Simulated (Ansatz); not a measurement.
Compare A (`CC(C)/C=C/C(C)C`) with its isomer B (`CC[C@@H]1CCC[C@H]1C`).

Isolated molecules relaxed with PBE0-D4/def2-TZVP in Ansatz; ΔE leaves out vibrations. CBS: MP2 limit from def2 TZ/QZ plus the TZ coupled-cluster correction, frozen cores. DFT in def2-TZVPP. B3LYP here is the variant with VWN-RPA as its local correlation; programs differ in this. Each species was taken in one conformer, which may not be the lowest.

Q: Which isomer does CCSD(T)/CBS put lower? Give the gap. (Estimate.)

A: The calculation gave: B, by 13.9 kcal/mol.

Q: Give E(B) − E(A) in kcal/mol with PBE0-D4, HF/def2-TZVPP, MP2/def2-TZVPP, ωB97M-V, B3LYP, B2PLYP, B3LYP-D4. (Estimate.)

A: The calculation gave: PBE0-D4 -16.7, HF/def2-TZVPP -9.8, MP2/def2-TZVPP -15.7, ωB97M-V -14.9, B3LYP -8.9, B2PLYP -11.2, B3LYP-D4 -10.8. None reverses the order clearly.

Largest T1 diagnostic: 0.009.

At CCSD(T), def2-SVP lies −1.0 kcal/mol from the extrapolated value and def2-TZVPP −0.2 kcal/mol. In def2-TZVPP, CCSD(T) changes the Hartree–Fock value by −4.3 kcal/mol (the triples alone add +0.2 kcal/mol) and MP2 by −5.9 kcal/mol.
